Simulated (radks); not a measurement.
Results of a calculation; reference values are marked as such.
Species: Ba. Configuration: [Xe] 6s2.

Level of theory: scalar-relativistic Kohn-Sham, PBE, spin-unpolarised, spherical densities, point nucleus (a radial shooting solver on a logarithmic mesh with Libxc functionals).

Energy parts (hartree):
total: -8135.5648
kinetic: 8588.7763
electron-nucleus: -19685.7623
Hartree: 3158.8851
exchange-correlation: -197.4639

Orbitals (lengths in bohr, moments of r in powers of bohr; <r^-3> diverges for s and p1/2; r(90%) holds 90 % of the orbital's charge):
| orbital | occ. | eigenvalue (hartree) | r(90%) | <r^-3> |
|---|---|---|---|---|
| 1s | 2 | -1369.293 | 0.0461 | - |
| 2s | 2 | -216.4299 | 0.170 | - |
| 2p | 6 | -194.0684 | 0.157 | 7026 |
| 3s | 2 | -45.68531 | 0.429 | - |
| 3p | 6 | -38.51749 | 0.435 | 1382 |
| 3d | 10 | -28.11043 | 0.417 | 189.9 |
| 4s | 2 | -8.96320 | 0.968 | - |
| 4p | 6 | -6.65153 | 1.04 | 288.6 |
| 4d | 10 | -3.29573 | 1.21 | 31.88 |
| 5s | 2 | -1.23752 | 2.36 | - |
| 5p | 6 | -0.68855 | 2.81 | 38.77 |
| 6s | 2 | -0.11870 | 7.02 | - |

The highest occupied level is 6s at -3.230 eV. Summed over all electrons, <r^2> = 96.73 bohr^2, which gives a Langevin (diamagnetic) susceptibility term of -76.6 x 10^-6 cm^3/mol.
